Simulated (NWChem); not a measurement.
# SbH3Te; SMILES [TeH][SbH2]

Results from NWChem. Structure relaxed at the PBE0/def2-SVP (def2 core potentials past Kr) level.

### Question
What does the run give for Hartree-Fock/STO-3G, non-relativistic? Quantities: highest occupied level (eV); orbital gap (eV); dipole (D).

### Answer
| Quantity | Result |
|---|---|
| highest occupied level (eV) | -6.44 |
| orbital gap (eV) | 12.04 |
| dipole (D) | 1.45 |
